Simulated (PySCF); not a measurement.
PySCF 2.14.0 with density-fitted response routines calculation with NMR shieldings at PBE0/pcSseg-1/GIAO and structure optimised with GFN2-xTB; averaged over atoms made equivalent by symmetry, fast rotation or ring inversion, no solvent model, no relativistic terms, single conformer.

Chemical shifts δ = σref − σ; $^{1}$H (σref 31.72), $^{13}$C (σref 186.93) against TMS, all at this level. Shifts are as computed. Against solution values, carbons near 30 ppm lie about +3 ppm off and those near 130 ppm about +5 ppm; carbons on Cl a further +6 ppm. Of 1211 compounds with measured shifts, 218 miss one by over three times the rms of a fit or turn the order of signals round; such compounds aren't used in these exercises. Carbons bonded to Cl come out too deshielded. OH and NH positions are gas-phase values without hydrogen bonding to other molecules.

(1) Order these molecules by the shift of their most deshielded carbon-bound hydrogen, lowest δ first.
A. CC1=CC(=O)CCC1
B. Cc1cn(C(C)(C)C)nn1
C. C=C(CCO)OC
D. CCn1nncc1C(C)C

(2) Order these molecules by the shift of their most shielded carbon-bound hydrogen, lowest δ first.
A. C=C(CCO)OC
B. CC(C)(C)Cn1cnnc1
C. Cc1cn(C(C)(C)C)nn1
D. CCn1nncc1C(C)C

(3) How many $^{13}$C and $^{1}$H signals does each give (equivalence by symmetry and fast rotation, but not about amide C–N or C=N bonds)? `Cc1cn(C(C)(C)C)nn1`, `CC(C)(C)Cn1cnnc1`, `C=C(CCO)OC`, `CC1=CC(=O)CCC1`, `O=C1C=CC=C(C[SiH3])C1=O`, `Cn1cnnc1C(C)(C)C`, `CCn1nncc1C(C)C`, `O[C@H]1CC[C@@H](Cl)CC1`

## Answers

(1) C (4.13 ppm, hydrogen on a β carbon of an enol-ether or enamine type C=C), A (6.09 ppm, hydrogen on an α carbon of a C=C–C=O unit), B (7.10 ppm, hydrogen on an aromatic CH next to a ring nitrogen), D (7.61 ppm, hydrogen on an aromatic CH next to a ring nitrogen).

(2) B (0.95 ppm, hydrogen on a methyl carbon), D (1.35 ppm, hydrogen on a methyl carbon), C (1.68 ppm, hydrogen on a methyl carbon), A (2.25 ppm, hydrogen on an allylic sp3 CH2).

(3) Cc1cn(C(C)(C)C)nn1: 5 C, 3 H; CC(C)(C)Cn1cnnc1: 4 C, 3 H; C=C(CCO)OC: 5 C, 6 H; CC1=CC(=O)CCC1: 7 C, 5 H; O=C1C=CC=C(C[SiH3])C1=O: 7 C, 5 H; Cn1cnnc1C(C)(C)C: 5 C, 3 H; CCn1nncc1C(C)C: 6 C, 5 H; O[C@H]1CC[C@@H](Cl)CC1: 4 C, 7 H.
